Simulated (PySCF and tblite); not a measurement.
C5H7F2NO, numbered as in [CH3:1][N:2]([CH:3]=[O:4])[CH2:5][CH:6]=[C:7]([F:8])[F:9].

Free energies: PBE0-D3(BJ)/pcSseg-1 on GFN2-xTB structures plus GFN2-xTB thermal terms, symmetry and mirror images included. Conformers within 3 kcal/mol (GFN2-xTB free energy) were kept, 10 at most. GIAO shieldings: PBE0/pcSseg-1. Shifts are against TMS (¹H), TMS (¹³C), CFCl3 (¹⁹F), NH3 (¹⁵N) at the same level. Programs: PySCF with density fitting and tblite.

(1) List the conformer-averaged shifts at 298.15 K.

(2) How do the conformers differ?

(3) Which signal moves most, for its nucleus, between 220 and 380 K through the change of populations alone?

Rotation about the C–N or B–N bond may be slow on the NMR time scale, and the averages treat it as fast. Unscaled ¹⁹F and ¹⁵N shifts at such levels can be off by tens of ppm; differences between conformers or isomers are more reliable. Shifts are unscaled: against experiment ¹³C can be off by 15 ppm or more and ¹H by 0.8 ppm.

Answers

(1) ¹H: 8.01 (H3, 1H), 4.25 (H6, 1H), 4.19 (H5, 2H), 2.94 (H1, 3H) ppm. ¹³C: 171.9 (C7), 162.3 (C3), 82.3 (C6), 41.0 (C5), 32.7 (C1) ppm. ¹⁹F: -81.1 (F9), -90.0 (F8) ppm. ¹⁵N: 132.7 (N2) ppm.

(2) Torsions listed: C1–N2–C3–O4, C1–N2–C5–C6, N2–C5–C6–C7. Of a mirror pair one member is shown.
| conformer | shape | weight % |
| --- | --- | --- |
| 1 | 179°, -71°, 116° | 68.8 |
| 2 | 1°, 74°, -119° | 24.1 |
| 3 | -2°, -83°, -118° | 3.2 |
| 4 | 180°, 81°, 131° | 2.8 |
| 5 | -178°, -79°, -12° | 1.0 |

| signal | 1 | 2 | 3 | 4 | 5 | average |
| --- | --- | --- | --- | --- | --- | --- |
| H1 | 2.91 | 3.02 | 3.04 | 2.97 | 2.97 | 2.94 |
| H3 | 8.00 | 8.04 | 8.12 | 8.00 | 8.03 | 8.01 |
| H5 | 4.29 | 3.91 | 3.91 | 4.17 | 4.23 | 4.19 |
| H6 | 4.26 | 4.17 | 4.74 | 4.40 | 4.13 | 4.25 |
| C1 | 34.2 | 28.5 | 29.4 | 34.9 | 35.3 | 32.7 |
| C3 | 162.4 | 161.6 | 163.2 | 162.3 | 163.7 | 162.3 |
| C5 | 39.2 | 45.7 | 45.3 | 40.0 | 40.6 | 41.0 |
| C6 | 82.1 | 83.4 | 81.9 | 79.4 | 80.6 | 82.3 |
| C7 | 172.3 | 171.2 | 170.6 | 170.8 | 168.1 | 171.9 |
| F8 | -90.7 | -88.3 | -88.1 | -84.9 | -96.0 | -90.0 |
| F9 | -81.2 | -80.2 | -83.6 | -83.7 | -77.0 | -81.1 |
| N2 | 132.6 | 133.4 | 133.4 | 131.2 | 127.2 | 132.7 |

(3) C5: 40.6 ppm at 220 K, 40.8 ppm at 260 K, 41.0 ppm at 298.15 K, 41.2 ppm at 340 K, 41.4 ppm at 380 K.


¹⁵N shifts are against a computed isolated NH3 molecule, about 20 ppm from the liquid.

Conformer gaps in pcSseg-1 on xTB geometries can be 2 kcal/mol off for S=O, P=O and other polar bonds.